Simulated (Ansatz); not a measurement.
The same atomization along the group F, Cl, Br, I.

Calculated with Ansatz (gas phase, PBE0-D4/def2-TZVP geometries, no zero-point term in ΔE). CCSD(T)/CBS adds triple-zeta CCSD(T) − MP2 to the extrapolated MP2 energy (def2 sets, frozen cores). This one scheme is used for every species, atoms too. DFT in def2-TZVPP. Open shells (•) are unrestricted, without spin–orbit coupling. Spin–orbit coupling would lower the free atoms: a little for C, Cl, F, O; clearly for Br; strongly for I. Elements past krypton have def2 core potentials. For Br, I outer-core shells are correlated without core-valence functions, so the limit isn't a true one: a few kJ/mol of doubt a bond, and 10 to 20 or more in all where bonds break to atoms. Scalar relativity is left out up to krypton.

```json
{"reaction": "`CC(=O)F` → 2 C• + F• + 3 H• + O•", "ωB97X-V (kJ/mol)": "2960"}
{"reaction": "`CC(=O)Cl` → 2 C• + Cl• + 3 H• + O•", "ωB97X-V (kJ/mol)": "2800"}
{"reaction": "`CC(=O)Br` → 2 C• + Br• + 3 H• + O•", "ωB97X-V (kJ/mol)": "2742"}
{"reaction": "`CC(=O)I` → 2 C• + I• + 3 H• + O•", "ωB97X-V (kJ/mol)": "2683"}
```

(1) Give the CCSD(T)/CBS values in the same order. (An estimate is asked.)

Largest T1 diagnostic: 0.014, for `CC(=O)Cl`.

Answers

(1) Computed: 2950, 2791, 2745, 2692 kJ/mol.

For atomizations the MP2-based limit and the directly extrapolated one differ by several kJ/mol either way, and by 10 to 25 for some Ge, Se and Sn compounds, so smaller differences from it don't rank the levels.
